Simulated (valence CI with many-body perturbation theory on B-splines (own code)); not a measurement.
## E1 line list for Ta⁴¹⁺

Computed by configuration interaction combined with many-body perturbation theory (CI+MBPT): four valence electrons over a frozen Dirac-Fock core [Ar] 3d10, radial functions for each j: 11 s, 11 p, 9 d, 7 f, 5 g, 2 h, 1 i, with the one-electron correlation potential Σ1, the two-electron term Σ2, the three-electron term Σ3, Breit, model QED; selected CI, second order for the rest (own B-spline code, finite nucleus).

The last digits are not significant, and no measured levels were compared; by estimate large intervals hold to a few tenths of a per cent, small ones and those within an open d or f shell to about a per cent.

Lines 51 to 100 of 226 in falling wavelength, among levels below 473.95 eV, chosen from the strongest by gf and those to the six lowest levels. Wavelengths and rates use the calculated energies. Electric multipoles are in the length gauge, E1 and E2 with the static RPA response of the core. Weak lines are less certain than strong ones. Lines between different terms over intervals too small for the method are left out, as are lines whose strength nearly cancels. The highest levels of a list are the least certain.

Levels are named by their leading jj configuration (3d3/2^4 stands for four electrons in 3d with j = 3/2), which in mixed levels can hold well under half, so a name can repeat and another be missing. Letters in brackets count levels of one name in rising energy.

```csv
λ vac (Å),Upper,Lower,A (s⁻¹),S (a.u.) with core polarisation,S without
120.5,(4s 4p1/2 4p3/2 4d5/2) J=2 [d],(4s^2 4p3/2 4d5/2) J=3,1.88e+10,8.12e-02,8.64e-02
120.3,(4p1/2^2 4p3/2^2) J=0,(4s 4p1/2 4p3/2^2) J=1 [a],5.51e+10,4.73e-02,5.04e-02
120.1,(4s 4p1/2 4p3/2 4d5/2) J=4 [b],(4s^2 4p3/2 4d5/2) J=4,1.08e+10,8.29e-02,8.83e-02
119.5,(4s 4p1/2^2 4p3/2) J=1,(4s^2 4p1/2 4p3/2) J=2,3.21e+10,8.11e-02,8.63e-02
118.4,(4s 4p1/2 4p3/2^2) J=1 [a],(4s^2 4p3/2^2) J=2,7.67e+09,1.89e-02,2.01e-02
116.9,(4s 4p1/2^2 4d5/2) J=2,(4s 4p1/2 4p3/2^2) J=2 [a],8.17e+09,3.22e-02,3.42e-02
115.4,(4s 4p1/2 4p3/2^2) J=2 [b],(4s^2 4p3/2^2) J=2,2.02e+10,7.66e-02,8.15e-02
115.4,(4p1/2^2 4p3/2^2) J=2,(4s 4p1/2 4p3/2^2) J=3,4.19e+10,1.59e-01,1.69e-01
114.9,(4s 4p1/2^2 4p3/2) J=1,(4s^2 4p1/2 4p3/2) J=1,8.11e+09,1.82e-02,1.94e-02
114.2,(4s 4p1/2 4p3/2 4d3/2) J=1 [d],(4s^2 4p3/2 4d3/2) J=2,1.17e+10,2.58e-02,2.74e-02
113.9,(4s 4p1/2 4p3/2^2) J=1 [b],(4s^2 4p3/2^2) J=2,1.67e+10,3.65e-02,3.89e-02
111.9,(4p1/2^2 4p3/2^2) J=2,(4s^2 4p1/2 4d5/2) J=2,5.89e+09,2.04e-02,2.17e-02
111.2,(4s 4p1/2 4p3/2 4d5/2) J=4 [c],(4s^2 4p3/2 4d5/2) J=4,6.94e+09,4.23e-02,4.50e-02
111.1,(4s 4p1/2 4p3/2 4d5/2) J=3 [c],(4s^2 4p3/2 4d5/2) J=4,1.26e+10,5.97e-02,6.35e-02
109.0,(4s 4p1/2 4p3/2 4d3/2) J=2 [e],(4s^2 4p3/2 4d3/2) J=3,2.29e+10,7.34e-02,7.81e-02
97.72,(4p1/2^2 4p3/2^2) J=2,(4s 4p1/2 4p3/2^2) J=2 [a],7.72e+09,1.78e-02,1.89e-02
92.58,(4s 4p1/2 4p3/2 4d3/2) J=2 [a],(4s 4p1/2 4p3/2^2) J=3,9.43e+09,1.85e-02,1.96e-02
91.31,(4s 4p1/2 4p3/2 4d3/2) J=3 [a],(4s 4p1/2 4p3/2^2) J=3,7.14e+09,1.88e-02,1.99e-02
90.85,(4s 4p1/2^2 4d3/2) J=1,(4s 4p1/2^2 4p3/2) J=1,2.08e+10,2.31e-02,2.44e-02
90.12,(4s 4p1/2 4p3/2 4d3/2) J=2 [b],(4s 4p1/2 4p3/2^2) J=2 [b],1.05e+10,1.90e-02,2.01e-02
85.28,(4s^2 4p1/2 4d3/2) J=2,(4s^2 4p1/2 4p3/2) J=2,8.46e+09,1.29e-02,1.37e-02
82.89,(4s^2 4p1/2 4d3/2) J=2,(4s^2 4p1/2 4p3/2) J=1,6.48e+08,9.10e-04,9.58e-04
82.67,(4s^2 4p3/2 4d3/2) J=1,(4s^2 4p3/2^2) J=0,2.07e+08,1.73e-04,1.77e-04
82.19,(4s 4p1/2^2 4d3/2) J=1,(4s 4p1/2^2 4p3/2) J=2,6.65e+09,5.46e-03,5.78e-03
81.47,(4s 4p1/2 4p3/2 4d3/2) J=3 [b],(4s 4p1/2 4p3/2^2) J=3,7.18e+09,1.34e-02,1.42e-02
80.53,(4s 4p1/2^2 4d3/2) J=2,(4s 4p1/2^2 4p3/2) J=2,2.35e+10,3.02e-02,3.19e-02
78.52,(4s^2 4p3/2 4d3/2) J=2,(4s^2 4p3/2^2) J=2,9.09e+08,1.09e-03,1.13e-03
77.94,(4s^2 4p3/2 4d3/2) J=1,(4s^2 4p3/2^2) J=2,2.47e+09,1.73e-03,1.80e-03
77.61,(4s^2 4p1/2 4f5/2) J=3,(4s^2 4p1/2 4d5/2) J=3,7.44e+09,1.20e-02,1.26e-02
77.34,(4s^2 4p3/2 4d3/2) J=3,(4s^2 4p3/2^2) J=2,2.53e+09,4.05e-03,4.29e-03
76.03,(4s^2 4p1/2 4d3/2) J=1,(4s^2 4p1/2 4p3/2) J=2,1.19e+09,7.74e-04,8.34e-04
75.35,(4s 4p1/2 4p3/2^2) J=2 [a],(4s^2 4p1/2 4p3/2) J=2,3.85e+09,4.06e-03,4.28e-03
74.29,(4s^2 4p3/2 4d5/2) J=2,(4s^2 4p3/2^2) J=2,2.27e+10,2.29e-02,2.41e-02
74.28,(4s 4p1/2^2 4d5/2) J=2,(4s 4p1/2^2 4p3/2) J=1,6.05e+10,6.12e-02,6.44e-02
74.12,(4s^2 4p1/2 4d3/2) J=1,(4s^2 4p1/2 4p3/2) J=1,2.23e+09,1.35e-03,1.40e-03
73.85,(4s 4p1/2 4p3/2 4d5/2) J=3 [a],(4s 4p1/2 4p3/2^2) J=3,4.00e+10,5.57e-02,5.87e-02
73.47,(4s 4p1/2 4p3/2^2) J=2 [a],(4s^2 4p1/2 4p3/2) J=1,1.03e+10,1.01e-02,1.05e-02
72.98,(4s^2 4p1/2 4d5/2) J=3,(4s^2 4p1/2 4p3/2) J=2,5.39e+10,7.24e-02,7.62e-02
72.42,(4s 4p1/2 4p3/2 4d5/2) J=3 [a],(4s^2 4p1/2 4d5/2) J=2,1.05e+10,1.38e-02,1.45e-02
72.38,(4s 4p1/2 4p3/2 4d5/2) J=2 [b],(4s 4p1/2 4p3/2^2) J=3,2.99e+10,2.80e-02,2.97e-02
72.37,(4s 4p1/2 4p3/2 4d5/2) J=3 [c],(4s 4p1/2 4p3/2^2) J=2 [b],1.11e+10,1.45e-02,1.53e-02
72.15,(4s 4p1/2 4p3/2 4d5/2) J=1 [b],(4s 4p1/2 4p3/2^2) J=1 [a],1.89e+10,1.05e-02,1.11e-02
71.09,(4s 4p1/2 4p3/2 4d5/2) J=4 [b],(4s 4p1/2 4p3/2^2) J=3,2.97e+10,4.74e-02,4.98e-02
70.97,(4s 4p1/2 4p3/2 4d5/2) J=2 [c],(4s 4p1/2 4p3/2^2) J=1 [b],3.20e+10,2.82e-02,2.98e-02
70.95,(4s^2 4p1/2 4f7/2) J=4,(4s^2 4p1/2 4d5/2) J=3,1.12e+11,1.78e-01,1.87e-01
70.87,(4s 4p1/2 4p3/2 4d5/2) J=0,(4s 4p1/2 4p3/2^2) J=1 [b],2.85e+11,5.01e-02,5.30e-02
70.54,(4s 4p1/2^2 4d5/2) J=3,(4s 4p1/2^2 4p3/2) J=2,2.02e+11,2.45e-01,2.59e-01
70.39,(4s 4p1/2 4p3/2 4d5/2) J=2 [c],(4s 4p1/2 4p3/2^2) J=2 [b],6.04e+10,5.19e-02,5.49e-02
70.14,(4s 4p1/2 4p3/2 4d5/2) J=3 [b],(4s^2 4p1/2 4d5/2) J=2,2.76e+10,3.29e-02,3.46e-02
70.11,(4s 4p1/2 4p3/2 4d3/2) J=1 [c],(4s 4p1/2 4p3/2^2) J=2 [a],2.14e+10,1.09e-02,1.16e-02
```
